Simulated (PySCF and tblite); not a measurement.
Values are calculated unless marked as measured or tabulated.
# Conformer ensemble of C₂H₈OSi, numbered as in [CH3:1][O:2][SiH2:3][CH3:4]

Geometries PBE0-D3(BJ)/def2-SVP; weights from PBE0-D3(BJ)/def2-TZVP energies and GFN2-xTB thermal corrections, with symmetry numbers and mirror pairs. Conformers within 4 kcal/mol (GFN2-xTB free energy) were kept, 5 at most. GIAO shieldings: PBE0/pcSseg-1. Shifts are against TMS (¹H), TMS (¹³C), TMS (²⁹Si) at the same level. Codes: tblite and PySCF.

Torsions listed: C1–O2–Si3–C4. Of a mirror pair one member is shown.

| conformer | shape | symmetry | E(GFN2) kcal/mol | E(DFT) kcal/mol | G(298.15 K) kcal/mol | weight % | dipole D |
| --- | --- | --- | --- | --- | --- | --- | --- |
| 1 | 180° | Cs | 0.00 | 0.00 | 0.00 | 54.7 | 0.23 |
| 2 | -65° | C1 (pair) | 1.46 | 0.55 | 0.11 | 45.3 | 1.42 |

Weights (%) against temperature:

| T (K) | 1 | 2 | S(mix) cal/mol/K |
| --- | --- | --- | --- |
| 200 | 64.8 | 35.2 | 1.77 |
| 250 | 58.8 | 41.2 | 1.92 |
| 298.15 | 54.7 | 45.3 | 1.99 |
| 350 | 51.4 | 48.6 | 2.05 |
| 400 | 49.1 | 50.9 | 2.08 |

Averaged shifts at 298.15 K. ¹H: 4.80 (H3, 2H), 3.58 (H1, 3H), 0.27 (H4, 3H) ppm. ¹³C: 53.6 (C1), -3.6 (C4) ppm. ²⁹Si: -7.1 (Si3) ppm.

Coordinates of conformer 1 (Å):

```xyz
12

C    -2.094   -0.489   -0.095
O    -0.775   -0.369   -0.540
Si    0.350    0.652    0.147
C     1.939    0.442   -0.801
H    -2.608   -1.249   -0.703
H    -2.655    0.460   -0.193
H    -2.151   -0.807    0.964
H    -0.138    2.068    0.081
H     0.534    0.304    1.594
H     1.799    0.717   -1.858
H     2.729    1.081   -0.379
H     2.280   -0.604   -0.759
```

Unscaled ²⁹Si shifts at such levels can be off by tens of ppm; differences between conformers or isomers are more reliable. Shifts are unscaled: against experiment ¹³C can be off by 15 ppm or more and ¹H by 0.8 ppm.

Search and properties took 28 s on 1 thread of Arm Neoverse V1 (shared host) (rough), launched as `OMP_NUM_THREADS=1 python ens_run.py task.json out`.
